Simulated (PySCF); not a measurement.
gallium atom (Ga), doublet.

The PySCF input:
```python
from pyscf import gto, scf, dft

mol = gto.Mole()
mol.atom = '''
    Ga    0.000000    0.000000    0.000000
'''
mol.basis = 'def2-svp'
mol.charge = 0
mol.spin = 1
mol.verbose = 4
mol.build()

mf = dft.UKS(mol)
mf.xc = 'b3lyp'
mf.kernel()
```

Task: Give the total energy at the level B3LYP/def2-SVP (PySCF).

Result: -1924.6135 Eh

Task: What is the computed number of basis functions (B3LYP/def2-SVP)?

Result: 32

Task: What <S^2> does B3LYP/def2-SVP give?

Result: 0.752

Task: Estimate the HOMO energy that B3LYP/def2-SVP returns for this input.

Result: -3.48 eV

Task: Give the dipole moment at the level B3LYP/def2-SVP.

Result: 0.00 D

These values belong to the state on which the SCF converged, which isn't shown to be the lowest.
